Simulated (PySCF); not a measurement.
Record of a relaxation.

Species: C₄H₁₄AlBO.
Atom-mapped SMILES: `[CH3:1][B:2]([CH3:3])[CH2:4][O+:5]([CH3:6])[AlH3-:7]` (hydrogens: H8, H9, H10 on C1; H11, H12, H13 on C3; H14, H15 on C4; H16, H17, H18 on C6; H19, H20, H21 on Al7)

Method: PySCF, PBE0-D3(BJ)/def2-SVP geometry optimisation, gas phase; density fitting, grid level 1; the optimiser is geomeTRIC in internal coordinates, started from a GFN2-xTB structure with every atom displaced at random (about 0.01 Å). 5 of its 16 geometries are shown. The frame can shift and turn from step to step; on so coarse a grid that alone can change the energy by a few meV, and forces under 0.02 eV/Å are noise.

Step 0: E = -13677.7374 eV, largest atomic force 2.176 eV/Å
```
atom  x, y, z in Å  |  force x, y, z in eV/Å
C1     -2.304    1.075   -0.864   -0.556   1.390   0.386
B2     -1.195    0.311   -0.115    0.959  -0.270   0.281
C3     -1.553   -0.791    0.941    1.496   0.364   0.064
C4      0.346    0.631   -0.521   -2.076  -0.534   0.373
O5      1.341   -0.015    0.235   -0.236   1.136   1.187
C6      1.561    0.565    1.511    0.470  -0.364  -0.099
Al7     2.105   -1.470   -0.634    0.211  -0.810  -0.404
H8     -2.675    0.479   -1.687   -0.257  -0.574  -0.581
H9     -2.000    2.041   -1.296    0.149  -0.039  -0.111
H10    -3.193    1.303   -0.232    0.283  -0.308  -0.112
H11    -0.748   -1.532    1.059    0.045  -0.015   0.052
H12    -2.451   -1.312    0.721   -1.316  -0.643  -0.404
H13    -1.712   -0.336    1.925   -0.011   0.261   0.252
H14     0.434    0.221   -1.523    0.068  -0.057  -0.766
H15     0.543    1.688   -0.592    0.319   0.891  -0.065
H16     2.345   -0.021    1.993    0.120  -0.125   0.106
H17     0.659    0.543    2.117   -0.443  -0.142   0.140
H18     1.893    1.603    1.421    0.113   0.247  -0.236
H19     0.812   -2.349   -0.931   -0.168  -0.194  -0.076
H20     2.680   -0.707   -1.880    0.275   0.127  -0.476
H21     3.041   -1.902    0.528    0.556  -0.341   0.491
```

Step 4: E = -13678.0455 eV, largest atomic force 0.065 eV/Å
```
atom  x, y, z in Å  |  force x, y, z in eV/Å
C1     -2.372    1.117   -0.853    0.002  -0.022   0.007
B2     -1.234    0.342   -0.101    0.003  -0.024   0.006
C3     -1.559   -0.772    0.949    0.028   0.054   0.005
C4      0.254    0.693   -0.502   -0.025   0.014  -0.042
O5      1.299    0.017    0.208    0.033  -0.050  -0.024
C6      1.585    0.521    1.498    0.016   0.012   0.024
Al7     2.203   -1.525   -0.652   -0.025  -0.003  -0.008
H8     -2.722    0.445   -1.660   -0.005  -0.004  -0.009
H9     -2.071    2.063   -1.328   -0.007  -0.007   0.004
H10    -3.253    1.289   -0.215    0.004   0.016  -0.005
H11    -0.750   -1.503    1.096   -0.014  -0.002  -0.007
H12    -2.498   -1.298    0.722   -0.024  -0.031   0.002
H13    -1.730   -0.264    1.919   -0.002  -0.003   0.000
H14     0.366    0.392   -1.562    0.014   0.014   0.001
H15     0.465    1.778   -0.494   -0.006   0.021   0.030
H16     2.381   -0.103    1.922   -0.007   0.005  -0.010
H17     0.691    0.467    2.139   -0.003   0.006  -0.002
H18     1.929    1.566    1.426   -0.002   0.000   0.002
H19     0.939   -2.477   -0.934   -0.005   0.000   0.013
H20     2.822   -0.812   -1.951    0.008   0.017  -0.002
H21     3.184   -1.907    0.557    0.019  -0.012   0.015
```

Step 8: E = -13678.0514 eV, largest atomic force 0.068 eV/Å
```
atom  x, y, z in Å  |  force x, y, z in eV/Å
C1     -2.378    1.003   -0.925   -0.007   0.001  -0.009
B2     -1.232    0.312   -0.108    0.000   0.010  -0.011
C3     -1.539   -0.767    0.981   -0.014  -0.016   0.012
C4      0.247    0.753   -0.457    0.016  -0.032   0.021
O5      1.306    0.057    0.219    0.011   0.061   0.028
C6      1.621    0.526    1.517   -0.014  -0.010  -0.022
Al7     2.155   -1.482   -0.687    0.014  -0.026  -0.017
H8     -2.693    0.267   -1.690   -0.002   0.001   0.002
H9     -2.097    1.923   -1.460    0.003  -0.003   0.004
H10    -3.276    1.196   -0.316    0.000  -0.007   0.004
H11    -0.706   -1.454    1.185    0.002   0.005  -0.004
H12    -2.445   -1.350    0.756    0.002   0.009  -0.003
H13    -1.761   -0.222    1.920    0.005  -0.001   0.000
H14     0.415    0.582   -1.536   -0.002   0.004  -0.003
H15     0.395    1.840   -0.313   -0.004   0.002  -0.006
H16     2.404   -0.129    1.916    0.001   0.001   0.004
H17     0.733    0.483    2.166    0.002  -0.003   0.004
H18     1.992    1.563    1.462    0.000   0.001   0.001
H19     0.864   -2.407   -0.940    0.001   0.002  -0.006
H20     2.748   -0.750   -1.988   -0.006  -0.004  -0.001
H21     3.173   -1.914    0.478   -0.009   0.004   0.002
```

Step 11: E = -13678.0521 eV, largest atomic force 0.049 eV/Å
```
atom  x, y, z in Å  |  force x, y, z in eV/Å
C1     -2.388    0.965   -0.924    0.005   0.004   0.014
B2     -1.227    0.297   -0.107    0.000  -0.006   0.009
C3     -1.517   -0.785    0.985    0.006   0.007  -0.017
C4      0.243    0.768   -0.453   -0.013   0.010  -0.002
O5      1.317    0.089    0.215    0.017  -0.021  -0.041
C6      1.623    0.547    1.517    0.005  -0.001   0.029
Al7     2.150   -1.463   -0.700   -0.023   0.019   0.018
H8     -2.691    0.225   -1.689    0.002  -0.005  -0.003
H9     -2.124    1.891   -1.457   -0.004   0.000  -0.001
H10    -3.286    1.139   -0.310   -0.002   0.003  -0.005
H11    -0.677   -1.467    1.177   -0.002  -0.004   0.001
H12    -2.422   -1.372    0.767   -0.004  -0.008   0.005
H13    -1.730   -0.244    1.928    0.000   0.002   0.001
H14     0.415    0.617   -1.534   -0.001  -0.004   0.002
H15     0.364    1.857   -0.297    0.001   0.002   0.001
H16     2.412   -0.103    1.913    0.001   0.002  -0.006
H17     0.735    0.488    2.166    0.000  -0.001  -0.003
H18     1.984    1.588    1.475   -0.005   0.000  -0.002
H19     0.845   -2.366   -0.962    0.000   0.001   0.000
H20     2.752   -0.736   -1.999    0.008   0.002   0.001
H21     3.150   -1.909    0.473    0.009  -0.003   0.000
```

Step 15: E = -13678.0520 eV, largest atomic force under 0.02 eV/Å
```
atom  x, y, z in Å  |  force x, y, z in eV/Å
C1     -2.407    0.925   -0.907   -0.003  -0.003  -0.004
B2     -1.230    0.278   -0.098    0.000   0.002  -0.001
C3     -1.493   -0.811    0.994    0.000  -0.002   0.007
C4      0.227    0.783   -0.453    0.005   0.003  -0.001
O5      1.325    0.124    0.198   -0.007  -0.001   0.010
C6      1.623    0.568    1.508    0.000   0.000  -0.010
Al7     2.159   -1.424   -0.716    0.005  -0.001  -0.002
H8     -2.694    0.177   -1.672   -0.001   0.002   0.001
H9     -2.166    1.856   -1.441    0.001   0.000   0.002
H10    -3.309    1.078   -0.294    0.000  -0.002   0.002
H11    -0.643   -1.487    1.170    0.001   0.001  -0.001
H12    -2.396   -1.406    0.792    0.001   0.001  -0.002
H13    -1.693   -0.274    1.942    0.000  -0.002  -0.001
H14     0.391    0.642   -1.537    0.000   0.000   0.000
H15     0.326    1.873   -0.290    0.000  -0.001   0.000
H16     2.435   -0.064    1.886    0.001   0.001   0.001
H17     0.741    0.468    2.160    0.001  -0.002   0.002
H18     1.949    1.620    1.482   -0.001   0.001   0.001
H19     0.852   -2.319   -0.994    0.001   0.000  -0.001
H20     2.781   -0.696   -2.006   -0.002   0.001  -0.001
H21     3.151   -1.883    0.459   -0.002   0.001  -0.001
```

Q: Summarise the path.

A: The energy falls by 7.25 kcal/mol from step 0 to step 15; nine tenths of that is first reached at step 1. It never rises by more than 0.2 meV. The largest force goes from 2.176 to under 0.02 eV/Å. Among the bonds O5–Al7 changes most, from 1.859 to 1.981 Å; the atoms move by 0.172 Å rms after alignment.

Q: Follow the three bonds and two angles with the largest change from start to end.

A: 
```json
{"step": "0", "E above end (kcal/mol)": "7.25", "largest force (eV/Å)": "2.176", "O5–Al7 (Å)": "1.859", "Al7–H21 (Å)": "1.553", "B2–C4 (Å)": "1.626", "C6–O5–Al7 (°)": "132.6", "B2–C4–H14 (°)": "103.5"}
{"step": "1", "E above end (kcal/mol)": "0.50", "largest force (eV/Å)": "0.287", "O5–Al7 (Å)": "2.004", "Al7–H21 (Å)": "1.614", "B2–C4 (Å)": "1.586", "C6–O5–Al7 (°)": "125.1", "B2–C4–H14 (°)": "104.8"}
{"step": "2", "E above end (kcal/mol)": "0.28", "largest force (eV/Å)": "0.142", "O5–Al7 (Å)": "1.996", "Al7–H21 (Å)": "1.605", "B2–C4 (Å)": "1.582", "C6–O5–Al7 (°)": "126.1", "B2–C4–H14 (°)": "105.4"}
{"step": "3", "E above end (kcal/mol)": "0.20", "largest force (eV/Å)": "0.110", "O5–Al7 (Å)": "1.989", "Al7–H21 (Å)": "1.602", "B2–C4 (Å)": "1.580", "C6–O5–Al7 (°)": "125.5", "B2–C4–H14 (°)": "105.8"}
{"step": "4", "E above end (kcal/mol)": "0.15", "largest force (eV/Å)": "0.065", "O5–Al7 (Å)": "1.984", "Al7–H21 (Å)": "1.603", "B2–C4 (Å)": "1.581", "C6–O5–Al7 (°)": "125.5", "B2–C4–H14 (°)": "106.1"}
{"step": "5", "E above end (kcal/mol)": "0.10", "largest force (eV/Å)": "0.075", "O5–Al7 (Å)": "1.978", "Al7–H21 (Å)": "1.606", "B2–C4 (Å)": "1.582", "C6–O5–Al7 (°)": "125.5", "B2–C4–H14 (°)": "106.7"}
{"step": "6", "E above end (kcal/mol)": "0.06", "largest force (eV/Å)": "0.082", "O5–Al7 (Å)": "1.974", "Al7–H21 (Å)": "1.608", "B2–C4 (Å)": "1.582", "C6–O5–Al7 (°)": "125.5", "B2–C4–H14 (°)": "107.4"}
{"step": "7", "E above end (kcal/mol)": "0.03", "largest force (eV/Å)": "0.091", "O5–Al7 (Å)": "1.974", "Al7–H21 (Å)": "1.608", "B2–C4 (Å)": "1.582", "C6–O5–Al7 (°)": "125.6", "B2–C4–H14 (°)": "108.0"}
{"step": "8", "E above end (kcal/mol)": "0.01", "largest force (eV/Å)": "0.068", "O5–Al7 (Å)": "1.977", "Al7–H21 (Å)": "1.606", "B2–C4 (Å)": "1.582", "C6–O5–Al7 (°)": "125.7", "B2–C4–H14 (°)": "108.4"}
{"step": "9", "E above end (kcal/mol)": "0.00", "largest force (eV/Å)": "0.037", "O5–Al7 (Å)": "1.980", "Al7–H21 (Å)": "1.605", "B2–C4 (Å)": "1.582", "C6–O5–Al7 (°)": "125.8", "B2–C4–H14 (°)": "108.5"}
{"step": "10", "E above end (kcal/mol)": "0.00", "largest force (eV/Å)": "0.033", "O5–Al7 (Å)": "1.983", "Al7–H21 (Å)": "1.604", "B2–C4 (Å)": "1.582", "C6–O5–Al7 (°)": "125.9", "B2–C4–H14 (°)": "108.5"}
{"step": "11", "E above end (kcal/mol)": "0.00", "largest force (eV/Å)": "0.049", "O5–Al7 (Å)": "1.985", "Al7–H21 (Å)": "1.605", "B2–C4 (Å)": "1.582", "C6–O5–Al7 (°)": "126.0", "B2–C4–H14 (°)": "108.5"}
{"step": "12", "E above end (kcal/mol)": "0.00", "largest force (eV/Å)": "0.053", "O5–Al7 (Å)": "1.986", "Al7–H21 (Å)": "1.605", "B2–C4 (Å)": "1.582", "C6–O5–Al7 (°)": "126.0", "B2–C4–H14 (°)": "108.5"}
{"step": "13", "E above end (kcal/mol)": "0.00", "largest force (eV/Å)": "0.038", "O5–Al7 (Å)": "1.985", "Al7–H21 (Å)": "1.606", "B2–C4 (Å)": "1.582", "C6–O5–Al7 (°)": "125.9", "B2–C4–H14 (°)": "108.5"}
{"step": "14", "E above end (kcal/mol)": "0.00", "largest force (eV/Å)": "under 0.02", "O5–Al7 (Å)": "1.982", "Al7–H21 (Å)": "1.606", "B2–C4 (Å)": "1.582", "C6–O5–Al7 (°)": "125.8", "B2–C4–H14 (°)": "108.5"}
{"step": "15", "E above end (kcal/mol)": "0.00", "largest force (eV/Å)": "under 0.02", "O5–Al7 (Å)": "1.981", "Al7–H21 (Å)": "1.606", "B2–C4 (Å)": "1.582", "C6–O5–Al7 (°)": "125.7", "B2–C4–H14 (°)": "108.4"}
```

What follows is the cost of the whole optimisation. Hardware: one thread of an Arm Neoverse V1, on a shared host. Cost: 3.7 min of wall time, 0.83 GiB resident at most.
